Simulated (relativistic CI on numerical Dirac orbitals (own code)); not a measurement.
**W+: what numerical and physical settings do to a radial Dirac CI calculation**

Reference input:

```
atom W  Z=74  charge=1  electrons=73
nucleus A=184  rms_radius_fm=5.3658
hamiltonian dirac-coulomb  breit=on  qed=on  c_scale=1
orbitals kli  potential=per-configuration
slater_scale 1
correlation none
mixing on
grid step=0.0125 r_max=129.7
scf mixing=0.4 start=green max_iterations=150 tolerance=2e-08 node_fill=0.05
configurations
  [Xe] 4f14 5d4 6s
end
```

Computed lowest total energy -16127.13105 Ha, first excitation 899.4 cm⁻¹, 14 SCF steps. Runs with settings changed; * marks those that are bad on purpose:

| Changed | Outcome | Lowest level | ΔE (Ha) | First excitation (cm⁻¹) | SCF steps | Message |
| --- | --- | --- | --- | --- | --- | --- |
| SCF mixing 0.2, Breit term off, node fill of the KLI weights 0 | converged | 5d4 6s 6D_1/2 | -17.2 | 910.8 | 20 |  |
| SCF mixing 0.7, Slater scale 0.6 | converged | 5d4 6s 6D_1/2 | 0.05 | 1221.0 | 22 |  |
| QED terms off | converged | 5d4 6s 6D_1/2 | -11.7 | 895.1 | 14 |  |
| Slater scale 1.2, SCF mixing 0.7 | converged | 5d4 6s 6D_1/2 | -0.0259 | 833.9 | 22 |  |
| configuration list: extra electron * | refused |  |  |  | 0 | configuration [Xe] 4f14 5d4 6s 7s has 74 electrons, the ion has 73 |
| SCF mixing 1.8 * | converged | 5d4 6s 6D_1/2 | 5.89e-09 | 899.4 | 28 |  |

With so few configurations and no correlation, terms lie too far apart (by 10 to 50 % near neutrality), their order can be wrong, and levels of other configurations are missing.
